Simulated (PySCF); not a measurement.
Si(Cl)(Br)(Me)(OH) (CH4BrClOSi), SMILES C[Si](O)(Cl)Br.

Coordinates come from a PBE-D3(BJ)/def2-SVP optimisation. This is a generated structure with no PubChem entry under its InChIKey; it may be hypothetical. One conformer was computed; it need not be the lowest.

Vertical ionisation energy (IE) and electron affinity (EA) in eV. Rows of orbital energies are one-electron estimates. Where ΔSCF, EOM or ADC give a negative EA the extra electron is unbound and the value depends on the basis.

| level | IE | EA |
|---|---|---|
| −ε(HOMO), −ε(LUMO), PBE0/def2-TZVP (PySCF) | 8.53 | -0.06 |
| −ε(HOMO), −ε(LUMO), PBE/def2-TZVP (PySCF) | 7.18 | 0.90 |
